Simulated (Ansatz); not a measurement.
`B[CH2][Al]([CH3])[SiH3]` + `N[SiH2][SiH2]Cl` → `[SiH3]N[SiH2][SiH2]Cl` + `B[CH2][AlH][CH3]`  (cleavage of the Si–Al bond)

Calculated with Ansatz (gas phase, PBE0-D4/def2-TZVP geometries, no zero-point term in ΔE). CBS: MP2 limit from def2 TZ/QZ plus the TZ coupled-cluster correction, frozen cores. Functionals use def2-TZVPP. One conformer a species, not always the lowest.

CCSD(T)/CBS gives -11.0 kcal/mol.

Q: Another level gave -12.9 kcal/mol. Which?
A. CCSD(T)/def2-TZVPP
B. r2SCANh/def2-TZVPP
C. revPBE/def2-TZVPP
D. MP2/def2-TZVPP

A: D. MP2/def2-TZVPP -12.9, r2SCANh -9.5, revPBE -4.2, CCSD(T)/def2-TZVPP -10.7 kcal/mol.

Largest T1 diagnostic among the species: 0.012.

From PBE to PBE0 (25 % exact exchange), in def2-TZVPP and without D4, ΔE moves by −1.7 kcal/mol. Leaving LDA and LC-ωPBE aside and taking each functional with its dispersion term where it has one, the values, not all of them listed here, spread over 6.9 kcal/mol, from BHLYP-D4 to PBE-D4. LDA lies −1.9 kcal/mol from PBE without D4. The D4 term adds −1.9 kcal/mol with B3LYP and −1.0 kcal/mol with PBE0; it sums over pairs of atoms, weighted by their polarisabilities, and B3LYP, whose exchange is more repulsive, gets the larger term.

CCSD(T)/CBS has its own doubt, a few kJ/mol and more with outer-core shells, so smaller differences from it don't rank the levels.

B3LYP here is the variant with VWN-RPA as its local correlation; programs differ in this.
